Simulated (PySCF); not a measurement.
MCl for M along group 13

PBE0 with triple-zeta basis sets in PySCF, for the lowest determinant that a PBE0 search found; no spin–orbit coupling. De refers to high-spin ground-configuration atoms. A positive dipole means M(−)Cl(+).

```tsv
M	basis	state (unpaired electrons)	Re (Å)	ωe (cm⁻¹)	De (eV)	μ (D)
B	def2-TZVPP	singlet (closed shell)	1.718	841	5.33	1.64
Al	def2-TZVPP	singlet (closed shell)	2.146	474	5.16	-1.50
In	def2-TZVPP	singlet (closed shell)	2.414	313	4.58	-3.47
Tl	x2c-TZVPPall	singlet (closed shell)	2.496	285	n/a	-4.41
```

(1) The row for M = Ga is missing. Estimate Re, ωe and De as the mean of the rows for Al and In, and compare with the calculation.

The rows differ in basis set, which adds steps of its own.

These are scalar-relativistic numbers at best; spin–orbit coupling would shift them, the dissociation energy most.

## Answers

(1) The means are 2.280 Å, 394 cm⁻¹ and 4.87 eV. PBE0 in def2-TZVPP gives GaCl as a singlet (closed shell) with Re = 2.216 Å, ωe = 367 cm⁻¹, De = 4.84 eV, so the estimate is off by +6.4 pm, +7 % and +0.03 eV.
